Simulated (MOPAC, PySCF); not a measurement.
C2H6N2, SMILES `[H]/N=C(/C)N`, neutral singlet in the gas phase. 

Cartesian coordinates (Å):
SMILES: [H]/N=C(/C)N
```xyz
10

C      1.0671    -0.1642    -0.6439
C     -0.0371     0.2307     0.2986
N      0.2244     0.9587     1.3115
N     -1.2907    -0.2174    -0.0793
H      1.1659    -1.2520    -0.6896
H      2.0033     0.2636    -0.2986
H      0.8556     0.1929    -1.6543
H     -0.6116     1.1567     1.8631
H     -2.0304    -0.1692     0.6022
H     -1.3466    -0.9997    -0.7096
```
Charge 0, multiplicity 1.

All levels are single points at this geometry (B3LYP-D3(BJ)/def2-TZVP); Pople sets use spherical d functions. Orbital energies aren't observables, and empty levels follow the basis.

PBE/6-31G* in PySCF gives dipole (D) = 3.30.

Problem. Estimate the dipole (D) from each of these levels: B3LYP-D3(BJ)/def2-TZVP in PySCF; B3LYP/3-21G in PySCF; B3LYP/6-311+G** in PySCF; BP86/6-31G* in PySCF; M06-2X/6-31G* in PySCF; AM1 in MOPAC; PM3 in MOPAC; PM7 in MOPAC.

Solution. 
```json
[
 {"level": "B3LYP-D3(BJ)/def2-TZVP in PySCF", "dipole (D)": "3.36"},
 {"level": "B3LYP/3-21G in PySCF", "dipole (D)": "3.38"},
 {"level": "B3LYP/6-311+G** in PySCF", "dipole (D)": "3.42"},
 {"level": "BP86/6-31G* in PySCF", "dipole (D)": "3.32"},
 {"level": "M06-2X/6-31G* in PySCF", "dipole (D)": "3.33"},
 {"level": "AM1 in MOPAC", "dipole (D)": "2.96"},
 {"level": "PM3 in MOPAC", "dipole (D)": "2.94"},
 {"level": "PM7 in MOPAC", "dipole (D)": "3.72"}
]
```
